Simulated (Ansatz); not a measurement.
C₆H₁₆O₄Zr, SMILES `CC[O][Zr]([OH])([O]CC)[O]CC`. The species carries charge 0 and has multiplicity 1. Zr: def2 effective core potential. The structure was optimised at the PBE0-D4/def2-TZVP level. It is one conformer, not always the lowest.

```xyz
27

C    -2.279    1.745   -1.307
C    -1.866    1.912    0.140
O    -0.606    1.376    0.377
Zr    1.139    0.581    0.532
O     2.440    1.939    1.000
O     1.599   -0.234   -1.151
C     1.794   -0.815   -2.398
C     0.552   -0.722   -3.257
O     1.068   -0.786    1.888
C     0.759   -1.729    2.861
C    -0.709   -1.692    3.229
H    -1.571    2.250   -1.968
H    -3.272    2.170   -1.475
H    -2.305    0.687   -1.580
H    -1.862    2.977    0.407
H    -2.596    1.420    0.796
H     3.141    2.514    1.284
H     2.079   -1.867   -2.266
H     2.634   -0.316   -2.901
H     0.268    0.322   -3.411
H     0.724   -1.180   -4.234
H    -0.285   -1.236   -2.779
H     1.027   -2.729    2.493
H     1.373   -1.542    3.752
H    -1.330   -1.901    2.355
H    -0.983   -0.707    3.615
H    -0.933   -2.438    3.997
```

Task: What is the dipole moment at r2SCAN/def2-TZVPP? (An estimate is asked.)

Result: The calculation gave: 0.41 D, with components (-0.37, -0.12, -0.13) D in this frame, pointing from negative to positive charge.

Task: And with PBE, B3LYP, ωB97M-V? (Best estimate.)

Result: Computed: PBE 0.40 D, B3LYP 0.40 D, ωB97M-V 0.36 D.

Task: Give the Mulliken charges with r2SCAN, B3LYP, ωB97M-V in def2-TZVPP. (Estimate.)

Result: Computed: 
| atom | r2SCAN | B3LYP | ωB97M-V |
| --- | --- | --- | --- |
| C1 | -0.13 | -0.23 | -0.31 |
| C2 | 0.12 | 0.04 | -0.03 |
| O3 | -0.50 | -0.51 | -0.47 |
| Zr4 | 1.39 | 1.41 | 1.36 |
| O5 | -0.57 | -0.55 | -0.52 |
| O6 | -0.50 | -0.51 | -0.48 |
| C7 | 0.12 | 0.04 | -0.03 |
| C8 | -0.13 | -0.23 | -0.31 |
| O9 | -0.50 | -0.50 | -0.47 |
| C10 | 0.12 | 0.04 | -0.03 |
| C11 | -0.12 | -0.23 | -0.30 |
| H12 | 0.04 | 0.08 | 0.10 |
| H13 | 0.04 | 0.08 | 0.10 |
| H14 | 0.04 | 0.08 | 0.10 |
| H15 | 0.03 | 0.06 | 0.09 |
| H16 | 0.02 | 0.06 | 0.09 |
| H17 | 0.19 | 0.17 | 0.15 |
| H18 | 0.02 | 0.06 | 0.09 |
| H19 | 0.02 | 0.06 | 0.09 |
| H20 | 0.04 | 0.08 | 0.10 |
| H21 | 0.04 | 0.08 | 0.10 |
| H22 | 0.04 | 0.08 | 0.10 |
| H23 | 0.02 | 0.06 | 0.09 |
| H24 | 0.02 | 0.06 | 0.09 |
| H25 | 0.04 | 0.08 | 0.10 |
| H26 | 0.04 | 0.08 | 0.10 |
| H27 | 0.04 | 0.08 | 0.10 |

B3LYP here is the variant with VWN-RPA as its local correlation; programs differ in this.
